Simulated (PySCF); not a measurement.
## InP under electron impact: the energy ladder

PBE0 in PySCF with def2-TZVPPD on every atom (core potentials on In), for the lowest determinant that a PBE0 search found; no spin–orbit coupling.

```
species  state (unpaired electrons)  Re (Å)  ωe (cm⁻¹)  energy of the minimum from the neutral (eV)  De (eV)  dissociates to
    InP              triplet (π ↑↑)   2.644        256                                         0.00     1.99          In + P
   InP⁺         quartet (σ ↑, π ↑↑)   2.891        121                                         7.17     0.44         In⁺ + P
```

Question: Work out the lowest energy to break InP into atoms, from its vibrational ground state.

Answer: D0 = De − ωe/2 = 1.99 − 0.02 = 1.97 eV (PBE0/def2-TZVPPD).

Question: Work out the ionisation energy of the In atom at this level and the threshold of dissociative ionisation.

Answer: IE(In) = 7.17 + 0.44 − 1.99 = 5.62 eV, so In⁺ + P + e⁻ appears at D0 + IE(In) = 7.59 eV (PBE0/def2-TZVPPD). The measured IE(In) is 5.786 eV (NIST ASD).

These are thermodynamic thresholds; the onsets seen under electron impact lie higher where the geometry changes, and cross-sections peak well above them.

Weak bonds: InP⁺. Basis-set superposition, not corrected here, can be much of De in a small basis, most of all at correlated wavefunction levels. Functionals without a dispersion term scatter widely for such bonds, and LDA overbinds them. These are scalar-relativistic numbers at best; spin–orbit coupling would shift them, the dissociation energy most. For an ion De counts to the pair picked by the measured ionisation energies or electron affinities, which need not be the lowest pair at this level. States were picked by a PBE0 search and need not be the measured ground states.
